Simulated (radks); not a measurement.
Species: Xe II. Configuration: [Kr] 4d9.5 5s2 5p5.5 (fractional occupations, a model configuration). Method: Dirac Kohn-Sham, PBE, spin-unpolarised, spherical densities, point nucleus; open shells are shared between the two j in proportion to 2j + 1; computed with a radial shooting solver on a logarithmic mesh with Libxc functionals.

Spin-orbit splittings of the eigenvalues, e(l+1/2) - e(l-1/2), with zeta = 2 splitting/(2l+1) and mean radii in bohr:

| shell | occ. | splitting (eV) | zeta (eV) | <r> j=l-1/2 | <r> j=l+1/2 |
|---|---|---|---|---|---|
| 2p | 6 | 324.6 | 216.4 | 0.09621 | 0.1020 |
| 3p | 6 | 61.68 | 41.12 | 0.2961 | 0.3078 |
| 3d | 10 | 13.04 | 5.215 | 0.2787 | 0.2823 |
| 4p | 6 | 12.40 | 8.266 | 0.7432 | 0.7706 |
| 4d | 9.5 | 2.025 | 0.8101 | 0.8622 | 0.8727 |
| 5p | 5.5 | 1.461 | 0.9743 | 2.084 | 2.175 |
